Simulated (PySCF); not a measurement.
Isomers of C5H10OSi, one conformer each. Computed with core-valence-separated Tamm–Dancoff BHandHLYP/aug-pcX-1 (pcseg-1 on H, def2-SVPD on Si) in PySCF, non-relativistic, gas phase, PBE0-D3(BJ)/def2-SVP geometry. BHandHLYP without relativity tends to put these K edges a few eV too low, so spacings mean more than positions.

P. `C=C/C=C(\O[SiH3])C`
Q. `C=C[Si@@H]1CCCO1`

Main lines, eV (oscillator strength):
1. C K: 282.1 (0.053), 282.2 (0.065), 285.1 (0.009), 285.4 (0.014), 285.6 (0.014); O K: 532.4 (0.006), 533.7 (0.018), 533.9 (0.010), 534.0 (0.005), 534.1 (0.007)
2. C K: 282.4 (0.056), 282.7 (0.053), 283.1 (0.047), 284.3 (0.069), 285.6 (0.009); O K: 533.0 (0.012), 533.1 (0.010), 534.4 (0.007), 534.7 (0.012), 534.9 (0.002)
Listed: the first five lines at most of each edge with a tenth or more of its strongest line's intensity; roots within 0.03 eV on the same or equivalent atoms are summed. Only the lowest roots were sought, and the top ones are left out.

Problem. Which spectrum belongs to which isomer?

Solution. 1 = Q, 2 = P.
- P: first C line listed at 282.4 eV, hole on the terminal =CH2 carbon (1s→π*); first O line listed at 533.0 eV, hole on the silyl ether oxygen.
- Q: first C line listed at 282.1 eV, hole on the alkene CH carbon (1s→π*); first O line listed at 532.4 eV, hole on the silyl ether oxygen.

Problem. What are the ground-state energies of the isomers at BHandHLYP/aug-pcX-1 (pcseg-1 on H, def2-SVPD on Si), relative to the lowest?

Solution. P 68.5, Q 0.0 kJ/mol (electronic energies on these geometries, no dispersion or zero-point terms).
